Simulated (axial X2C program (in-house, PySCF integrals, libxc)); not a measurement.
Results of a calculation; reference values are marked as such.
## FeN⁺: input and output

Program: an axial X2C code built on PySCF integrals.

Input file and command:
```json
{"zs": [26, 7], "q": 1, "bas": ["dyall-v3z", "dyall-v3z"], "levels": ["PBE0", "HF", "PBE", "TPSSh"], "cc": false, "r0": 1.69, "npts": 10, "nst": 2, "ntry": 6}
```
```bash
python so2c.py task.json out
```

Keys: zs atomic numbers; q charge; bas basis sets; levels methods; cc coupled cluster on or off; r0 starting distance in Å; npts points on the curve; nst determinants followed; ntry starts of the search. HF also brings MP2.

Output of the PBE0 step, scalar-relativistic, at R = 1.833 Å for the state M_S = 1, Λ = 1. It starts from the PBE0 orbitals of the search at 1.833 Å.

```
spin-free X2C-1e  PBE0
basis functions 149  fitting functions 858  grid points 5076
iter        total energy     max residual
   1      -1326.770740895     8.03e-06
   2      -1326.770740893     1.87e-05
   3      -1326.770740896     1.80e-06
   4      -1326.770740896     1.24e-06
converged
one-electron -1925.95116799  Coulomb 609.17948984  exact exchange -15.31187624  xc functional -47.22960461  nuclear repulsion 52.54241811
```
Energies are in hartree; totals compare only within one Hamiltonian and basis. The determinant is spin-polarised beyond a pure state at some levels (its spin-free form has ⟨S²⟩ too high), which makes Re and μ there less reliable.
